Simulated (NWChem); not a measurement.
# C4H5N; SMILES C/C=C/C#N

Computed with NWChem. Pople sets run with spherical d functions. Geometry: optimised at PBE0/def2-SVP. Static field.

```tsv
level	isotropic polarisability (bohr³)	anisotropy (bohr³)
PBE/6-31+G*	55.0	49.4
B3LYP/6-31+G*	[?]	[?]
BHandHLYP/6-31+G*	52.0	44.7
CAM-B3LYP/6-31+G*	52.7	45.2
```

Task: Some entries are withheld; supply them.

Result: 
- B3LYP/6-31+G*, isotropic polarisability (bohr³): 53.7
- B3LYP/6-31+G*, anisotropy (bohr³): 47.1
